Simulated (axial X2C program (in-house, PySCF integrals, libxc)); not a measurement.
## Correcting the dissociation energy of SnF for spin–orbit coupling

A spin-free CCSD(T) curve (one-electron X2C) was computed with an axial X2C code built on PySCF integrals, basis Sn dyall-cv3z [11s12p9d4f1g], F dyall-av3z [7s6p3d2f] (cores contracted in-house), for the state M_S = 1/2, Λ = 1 (beyond evenly filled blocks: π+α). It gives D0 = 4.890 eV to Sn + F, which in a spin-free picture are the weighted means of the ground terms.

Correlated methods: 11 electrons correlated (number of frozen shells: Sn 4 s, 3 p, 2 d; F 1 s), 257 virtual spin orbitals or spinors in MP2, 90 natural virtuals in coupled cluster.

Measured levels of the ground terms (NIST Handbook of Basic Atomic Spectroscopic Data), in cm⁻¹: Sn 3P: J = 0 at 0, J = 1 at 1691.8, J = 2 at 3427.7; F 2P: J = 3/2 at 0, J = 1/2 at 404.1.

The two components of the molecular doublet are 2393 cm⁻¹ apart in the PBE0 2c search (Ω = 1/2 lower), so the lower one lies 1196 cm⁻¹ under their mean.

(1) How far does each ground level lie under the (2J+1)-weighted mean of its term?

(2) Correct D0.

Second-order spin–orbit effects in the molecule, which grow quickly with Z, are left out. Occupations by symmetry block were frozen at the best pattern of an incomplete PBE0 search. Dissociation energies refer to the lowest single-determinant-based atoms at the same level and basis. Coupled cluster ran in a truncated set of natural virtual spinors; the MP2 energy of the rest was added. (T) has no such correction and the atoms are truncated less, which lowers De at CCSD(T) by a hundredth of an eV or more. With the outer-core shells frozen, correlated bond lengths of heavy atoms tend to come out a few hundredths of an ångström too long.

Answers

(1) Sn: (1 × 0 + 3 × 1691.8 + 5 × 3427.7)/9 = 2468 cm⁻¹; F: (4 × 0 + 2 × 404.1)/6 = 135 cm⁻¹.

(2) D0 = 4.890 + (1196 − 2603)/8065.5 = 4.716 eV at CCSD(T) with these spin–orbit terms.
